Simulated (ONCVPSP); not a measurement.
**Potentials for rhenium compared**

Generated with ld1.x 7.5 (TM, RRKJ, ultrasoft, PAW), atompaw 4.2 or ONCVPSP 4.0.1. The cutoff is in Ry: for ld1.x and atompaw files where the sum of valence levels is converged to 10 mRy in a Bessel basis, for ONCV files where the hardest occupied wave has 1 mHa per electron of residual kinetic energy. The error is the largest all-electron minus pseudo excitation energy over each file’s own four to seven test configurations (ionisations up to +4, promotions, holes and added fractions of an electron), all of which were solved. The labels leave out finer settings (local radius, basis sizes, second energies), which also bear on the numbers. Spin-polarised tests are not counted. The rows are a selection from randomly drawn settings: files with unsolved tests, undetermined cutoffs or missed reference levels are left out.

A true bound ghost makes a file unfit for plane-wave use even where its test errors are small: the radial tests pick states by their node count and pass the ghost by.

| potential | cutoff (Ry) | largest error (meV) | bound ghosts |
| --- | --- | --- | --- |
| ONCV, PBE, scalar-relativistic, rc 2.00/1.30/1.65/1.75 (spdf), local smoothed, core correction yes, reference 5s2 5p6 5d5 6s2, qcut 7.3/5.1/6.8/7, projectors 3/3/2/2 | 157 | -16 | f |
| ONCV, PBE, scalar-relativistic, rc 1.05/1.75/1.85 (spd), local smoothed, core correction no, reference 5s2 5p6 5d5, qcut 5.1/8.6/4.9, projectors 2/2/2 | 214 | +19 | s |
| ONCV, PBE, scalar-relativistic, rc 1.70/1.35/1.75 (spd), local smoothed, core correction yes, reference 5s2 5p6 5d5 6s2, qcut 6/5.3/5, projectors 2/2/1 | 133 | -31 | s |
| ONCV, LDA (Perdew-Zunger), scalar-relativistic, rc 1.80/1.90/1.95 (spd), local smoothed, core correction yes, reference 5s2 5p6 5d5, qcut 6.3/6.9/7.5, projectors 3/2/3 | 33 | -8.6 | none |

(1) Fill in the row for Re: ONCV, LDA (Perdew-Zunger), scalar-relativistic, rc 1.50/1.75/2.35 (spd), local smoothed, core correction yes, reference 5s2 5p6 5d5 6s1.5 6p0.5, qcut 8.4/6.9/6, projectors 2/2/3.

(2) Fill in the row for Re: ONCV, PBE, scalar-relativistic, rc 1.95/1.75/2.45 (spd), local smoothed, core correction yes, reference 5s2 5p6 5d5 6s1, qcut 6.5/7.4/5.8, projectors 2/1/2.

(3) Fill in the row for Re: ONCV, PBE, scalar-relativistic, rc 2.65/4.00/2.15/0.50 (spdf), local f, core correction yes, reference 4f14 5d5 6s1.75 6p0.25, qcut 2.6/1.8/8.7/25.1, projectors 1/2/3/0.

## Answers

(1) cutoff 52 Ry, largest error -5.6 meV, bound ghosts: none.

(2) cutoff 28 Ry, largest error -56 meV, bound ghosts: none.

(3) cutoff 1540 Ry, largest error -35 meV, bound ghosts: s, p, d.
